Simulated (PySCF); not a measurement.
W(72+): ionisation energy

W(72+) 1s2 (1S) → W(73+) 1s1 (2S), as a difference of total energies. Calculation: PySCF 2.14, in an even-tempered Gaussian basis (15 s from 220 bohr⁻², ratio 2.2; 7 p from 330 bohr⁻², ratio 2.4; 4 d from 980 bohr⁻², ratio 2.4; 3 f from 1500 bohr⁻², ratio 2.4; 3 g from 2200 bohr⁻², ratio 2.4); no relativity, point nucleus. Correlated levels: nothing frozen; virtual orbitals above 40 to 60 times the deepest correlated orbital energy dropped. The calculations carry no spin-orbit coupling.

```csv
method,ionisation energy (eV)
UHF,73249.2
LDA,73167.3
PBE,73237.5
PBE0,73240.8
r2SCAN,73250.6
M06-L,73258.7
MP2 (all electrons),73250.5
```

Problem. Estimate what SCS-MP2 (all electrons) gives.

Solution. 73250.7 eV, closest to r2SCAN among the rows shown.

Problem. Estimate what BHandHLYP gives.

Solution. 73248.0 eV, closest to UHF among the rows shown.

The gap to the reference is mostly relativistic.

For comparison: 79181.94 ± 0.19 eV (theoretical estimate listed by NIST; NIST Atomic Spectra Database, ionization energies).
